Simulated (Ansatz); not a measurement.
`F[SiH2]O[SiH](F)F` and `O[SiH](F)O[SiH2]F` differ in one atom or group.

Ansatz, PBE0-D4/def2-TZVP geometries, multiplicity 1. Each molecule was computed in one conformer, which needn't be the lowest.

```tsv
property	`F[SiH2]O[SiH](F)F`
HOMO energy (ωB97M-V/def2-TZVPP) / eV	-11.90
LUMO energy (PBE/def2-TZVPP) / eV	-0.54
LUMO energy (PBE0/def2-TZVPP) / eV	0.34
size of the dipole moment (B3LYP/def2-TZVPP) / D	0.90
HOMO energy (PBE/def2-TZVPP) / eV	-8.13
LUMO energy (B3LYP/def2-TZVPP) / eV	0.09
```

Problem. What does the change do to each property? (Best estimate.)

Solution. The calculation gave: 
```
                                        property  `O[SiH](F)O[SiH2]F`  shift
           HOMO energy (ωB97M-V/def2-TZVPP) / eV               -11.67   0.23
               LUMO energy (PBE/def2-TZVPP) / eV                -0.49   0.05
              LUMO energy (PBE0/def2-TZVPP) / eV                 0.38   0.04
size of the dipole moment (B3LYP/def2-TZVPP) / D                 2.16   1.26
               HOMO energy (PBE/def2-TZVPP) / eV                -7.86   0.27
             LUMO energy (B3LYP/def2-TZVPP) / eV                 0.07  -0.02
```

Dipoles are sizes alone; their direction can turn.

Positive LUMOs are unbound, so they and the gaps depend on the basis.

B3LYP here is the variant with VWN-RPA as its local correlation; programs differ in this.
